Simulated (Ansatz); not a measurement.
Two isomers of C2H5NOSi: A = `OC1N=C1[SiH3]`, B = `[SiH3]C1=NCO1`.

Isolated molecules relaxed with PBE0-D4/def2-TZVP in Ansatz; ΔE leaves out vibrations. CCSD(T)/CBS adds triple-zeta CCSD(T) − MP2 to the extrapolated MP2 energy (def2 sets, frozen cores). DFT in def2-TZVPP. B3LYP here is the variant with VWN-RPA as its local correlation; programs differ in this. Each species was taken in one conformer, which may not be the lowest.

Problem. Which is lower in electronic energy at CCSD(T)/CBS, and by how much? (Best estimate.)

Solution. The calculation gave: B, by 27.4 kJ/mol.

Problem. Give E(B) − E(A) in kJ/mol with PBE-D4, MP2/def2-TZVPP, B3LYP, HF/def2-TZVPP, CCSD(T)/def2-TZVPP, PBE0-D4, B3LYP-D4. (An estimate is asked.)

Solution. The calculation gave: PBE-D4 -32.5, MP2/def2-TZVPP -24.0, B3LYP -28.3, HF/def2-TZVPP -26.6, CCSD(T)/def2-TZVPP -29.6, PBE0-D4 -30.4, B3LYP-D4 -28.9. None reverses the order clearly.

Largest T1 diagnostic: 0.015.
